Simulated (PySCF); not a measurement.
All of these have the formula C2H9FSSi2. Computed, not measured: PySCF 2.14.0, density-fitted response routines, TDDFT CAM-B3LYP/def2-SVPD, vertical, gas phase, core orbitals frozen in the response. Geometries: GFN2-xTB; one conformer of each isolated species. Triplets are in the Tamm–Dancoff approximation.

A. `C[SiH2]S[Si@@H](C)F`
B. `F[SiH2][C@H]([SiH3])CS`
C. `CCS[Si@H](F)[SiH3]`

Lowest singlet levels (six at most, fewer where fewer were computed) with oscillator strengths:

1. 4.90 eV (f 0.005); 5.80 eV (f 0.006); 6.45 eV (f 0.053); 6.70 eV (f 0.037); 6.87 eV (f 0.027); 6.99 eV (f 0.038); T1 4.61 eV
2. 5.39 eV (f 0.002); 6.07 eV (f 0.029); 6.63 eV (f 0.001); 7.16 eV (f 0.035); 7.37 eV (f 0.036); 7.49 eV (f 0.014); T1 4.95 eV
3. 6.33 eV (f 0.011); 6.58 eV (f 0.008); 6.86 eV (f 0.027); 7.32 eV (f 0.036); 7.69 eV (f 0.004); 7.72 eV (f 0.033); T1 6.00 eV

**Question.** Which spectrum belongs to which structure?

**Answer.** 1 = C, 2 = B, 3 = A.
- A: S1 at 6.33 eV, HOMO→LUMO (60%), HOMO→LUMO+1 (22%); Löwdin shares by element: HOMO sulfur 71%, silicon 18%; LUMO silicon 26% or more, sulfur 26%, hydrogen 8% or more, carbon 8% or more (atoms not listed hold the other 31%); HOMO -8.66 and LUMO 0.97 eV.
- B: S1 at 5.39 eV, HOMO→LUMO+1 (71%); Löwdin shares by element: HOMO sulfur 73%, carbon 11% or more, hydrogen 6% or more; LUMO (one of a set within 0.03 eV) silicon 32%, sulfur 18%, fluorine 7% (atoms not listed hold the other 42%); HOMO -8.36 and LUMO 0.75 eV.
- C: S1 at 4.90 eV, HOMO→LUMO (92%); Löwdin shares by element: HOMO sulfur 68%, silicon 9% or more, carbon 8% or more; LUMO silicon 44%, sulfur 22%, hydrogen 6% or more (atoms not listed hold the other 28%); HOMO -8.27 and LUMO 0.06 eV.
